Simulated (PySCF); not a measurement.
SbF3, SMILES [F][Sb]([F])[F].

Coordinates come from a PBE-D3(BJ)/def2-SVP optimisation. The isomer is the one that the SMILES or the coordinates give; other isomers of the formula were not compared. The def2 effective core potentials stand for the cores of Sb; spin–orbit coupling is left out.

The numbers are results of PySCF with M06-2X/def2-TZVPD, not measurements.

Symmetry labels are those of the subgroup Cs that the program uses (full group C3v).

Computed valence orbital energies around the gap with their symmetry:
```csv
orbital,symmetry,energy (eV)
HOMO−7,A',-15.27
HOMO−6,A',-14.74
HOMO−5,A',-14.21
HOMO−4,A",-14.21
HOMO−3,A",-13.77
HOMO−2,A',-13.77
HOMO−1,A",-13.68
HOMO,A',-11.40
LUMO,A',-1.19
LUMO+1,A",-1.19
LUMO+2,A',0.04
LUMO+3,A',0.41
```
